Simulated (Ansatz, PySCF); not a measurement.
Molecule: Si2H4F, charge -1, multiplicity 1. SMILES: F[SiH2][SiH2-]
Geometry from a B3LYP-D3(BJ)/def2-TZVP (Ansatz, a quantum-chemistry and plane-wave program) optimisation:
```
Si
F 1 1.6558
H 1 1.5086 2 102.60
H 1 1.5097 3 102.18 2 -103.88
Si 1 2.3466 3 112.53 4 -132.69
H 5 1.5337 1 93.79 3 151.10
H 5 1.5385 6 94.79 1 87.94
```
Charge -1, spin multiplicity 1.

Unscaled harmonic wavenumbers (cm⁻¹) in rising order, each level at the stationary point that it reaches from this structure (no distance between atoms moves by over 0.3 Å); the order of modes can differ between levels, and a negative number is imaginary. B3LYP-D3(BJ)/def2-TZVP (PySCF, at the structure above): 138, 173, 373, 386, 571, 669, 752, 769, 889, 941, 970, 1916, 1936, 2043, 2063.

HF/3-21G (Ansatz): 129, 185, 333, 387, 689, 750, 847, 871, 982, 1028, 1064, 1962, 1986, 2113, 2148. Zero-point energy 22.1 against 20.9 kcal/mol; where all levels lie over 400 cm⁻¹, the wavenumbers are on average 1.092 times those of B3LYP-D3(BJ)/def2-TZVP.

HF/6-31G* (Ansatz): 133, 199, 404, 428, 658, 740, 837, 853, 1000, 1037, 1071, 2034, 2062, 2195, 2227. Zero-point energy 22.7 against 20.9 kcal/mol; where all levels lie over 400 cm⁻¹, the wavenumbers are on average 1.099 times those of B3LYP-D3(BJ)/def2-TZVP.

B3LYP/6-31G* (Ansatz): 138, 179, 370, 381, 587, 674, 774, 797, 930, 956, 974, 1922, 1938, 2038, 2067. Zero-point energy 21.1 against 20.9 kcal/mol; where all levels lie over 400 cm⁻¹, the wavenumbers are on average 1.016 times those of B3LYP-D3(BJ)/def2-TZVP.
